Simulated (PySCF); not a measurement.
**Successive ionisation energies of iridium**

Calculated with PySCF 2.14, two-component X2C-1e (Gaussian nucleus, no Breit or QED terms), each ion in its own even-tempered basis; GMP2 freezes the deep shells of the larger ions and drops the highest virtual spinors; eV.

```
  ion      configuration  GHF (spin-free)  GHF (screened spin-orbit)  GMP2 (screened spin-orbit)          NIST            kind
Ir⁴³⁺  [Ar] 3d10 4s2 4p4           2220.6                     2194.8                      2195.7      2201 ± 4     theoretical
Ir⁴⁴⁺  [Ar] 3d10 4s2 4p3           2294.4                     2252.3                      2253.2      2258 ± 4     theoretical
Ir⁴⁵⁺  [Ar] 3d10 4s2 4p2           2350.2                     2427.9                      2429.6      2435 ± 4     theoretical
Ir⁴⁶⁺  [Ar] 3d10 4s2 4p1           2407.6                     2493.4                      2494.1      2500 ± 4     theoretical
Ir⁴⁷⁺      [Ar] 3d10 4s2           2639.7                     2639.3                      2642.2      2656 ± 4     theoretical
Ir⁴⁸⁺      [Ar] 3d10 4s1           2704.1                     2703.7                      2704.9  2720.4 ± 1.4  semi-empirical
Ir⁴⁹⁺          [Ar] 3d10           4574.7                     4541.3                      4542.7      4540 ± 4     theoretical
Ir⁵⁰⁺           [Ar] 3d9           4701.4                     4670.3                      4671.7      4668 ± 4     theoretical
Ir⁵¹⁺           [Ar] 3d8           4838.6                     4807.7                      4808.8      4806 ± 4     theoretical
Ir⁵²⁺           [Ar] 3d7           4976.9                     4954.0                      4954.2      4952 ± 4     theoretical
Ir⁵³⁺           [Ar] 3d6           5108.1                     5094.2                      5094.0      5092 ± 5     theoretical
Ir⁵⁴⁺           [Ar] 3d5           5291.8                     5231.6                      5231.4      5229 ± 5     theoretical
```

**Question.** Where is the largest relative jump?

**Answer.** From Ir⁴⁸⁺ to Ir⁴⁹⁺: 2704.9 to 4542.7 eV, where the electron removed from [Ar] 3d10 comes from a deeper shell or subshell.
